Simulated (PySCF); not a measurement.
Molecule: SMILES CO[SiH2]C=O, C₂H₆O₂Si.

Molfile (atoms numbered from 1):
```
C2H6O2Si
     RDKit          3D

 11 10  0  0  0  0  0  0  0  0999 V2000
   -1.7665   -0.3850    0.2585 C   0  0  0  0  0  0  0  0  0  0  0  0
   -0.3701   -0.4154    0.1507 O   0  0  0  0  0  0  0  0  0  0  0  0
    0.5901    0.8188   -0.4065 Si  0  0  0  0  0  4  0  0  0  0  0  0
    2.3973    0.1881   -0.2542 C   0  0  0  0  0  0  0  0  0  0  0  0
    3.3168    0.9069   -0.5603 O   0  0  0  0  0  0  0  0  0  0  0  0
   -2.2542   -0.2825   -0.7281 H   0  0  0  0  0  0  0  0  0  0  0  0
   -2.1069   -1.3291    0.7094 H   0  0  0  0  0  0  0  0  0  0  0  0
   -2.1144    0.4447    0.9011 H   0  0  0  0  0  0  0  0  0  0  0  0
    0.3100    1.1454   -1.8388 H   0  0  0  0  0  0  0  0  0  0  0  0
    0.4343    2.0595    0.4132 H   0  0  0  0  0  0  0  0  0  0  0  0
    2.5871   -0.8566    0.1217 H   0  0  0  0  0  0  0  0  0  0  0  0
  1  2  1  0
  2  3  1  0
  3  4  1  0
  4  5  2  0
  1  6  1  0
  1  7  1  0
  1  8  1  0
  3  9  1  0
  3 10  1  0
  4 11  1  0
M  END
```

Geometry PBE0-D3(BJ)/def2-SVP throughout; GIAO in PySCF 2.14, gas phase, one conformer, non-relativistic; equivalent atoms averaged; functional PBE0.

For orientation, aug-cc-pVDZ gives these absolute shieldings σ: C4 -43.7, C1 143.7, O5 -518.8, O2 339.5, Si3 457.6, H11 18.85, H9/H10 26.58, H6/H7/H8 27.63 ppm.

A run gave: C4 -57.2, C1 134.2, O5 -584.5, O2 333.0, Si3 401.4, H11 19.00, H9/H10 26.67, H6/H7/H8 27.65 ppm (absolute shieldings σ).

Question: Which basis set was used in that run?
A. pcSseg-0
B. pcSseg-2
C. cc-pVTZ
D. 6-31G*
E. def2-TZVP

Answer: C. C4 tells them apart best: cc-pVTZ gives -57.2, pcSseg-0 gives -63.5, pcSseg-2 gives -71.0, 6-31G* gives -33.3, def2-TZVP gives -60.1 ppm.
